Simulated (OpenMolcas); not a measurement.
Re4+ among 2 point charges of -2 e arranged as a linear pair (D∞h), 1.82 Å from the ion.
```
   0.0000    0.0000    1.8200  -2.00
   0.0000    0.0000   -1.8200  -2.00
```

| Property | Result |
| --- | --- |
| Program | OpenMolcas |
| Method | SS-CASPT2, IPEA 0.25 Eh, imaginary shift 0.1 Eh (closed shells correlated: 5s 5p) |
| Basis | ANO-RCC-VDZP [7s6p4d2f1g] |
| Scalar Hamiltonian | DKH2, point nucleus |
| Active space | 3 electrons in 5 orbitals (5d) |
| State averaging | 2S+1 = 4 even, 10 roots; 2S+1 = 2 even, 40 roots |
| Spin-orbit coupling | RASSI with atomic mean-field integrals over the reference wave functions |

(1) What is the spin-free ground state (labels by Λ)?

(2) Where is the first state of the same spin?

(3) What are the lowest two levels with spin-orbit coupling?

(4) What is χT at 300 K?

## Answers

(1) 4Σ, 1-fold in its orbital part, 83 % from free-ion F terms; it has the highest spin that d3 allows.

(2) 4Π at 225 cm-1 above the ground state. The two act as a nearly degenerate pair, with unquenched orbital momentum.

(3) A 2-fold level with g = 0.12, 0.12, 1.00, then a 2-fold level 3810 cm-1 above it. Their leading multiplicities are 4 (80 %) and 4 (92 %).

(4) 0.08 cm3 K/mol.

Roots that are degenerate in the reference are averaged as groups; the widest CASPT2 spread within a group is 21 cm-1 (the 2-fold group of multiplicity 2 near 43800 cm-1 above the lowest state of its run). Shifts and gaps below about the spread of the groups concerned are not significant. Spin-orbit coupling mixes the spin-free states strongly: the lowest level takes only 45 % from its leading state, 4Π, which lies 225 cm-1 above the lowest spin-free state. Free-ion shares, where given, are those of the reference states; single-state CASPT2 does not remix them. This is an electrostatic model: the charges have no orbitals. No measured value stands beside these numbers.
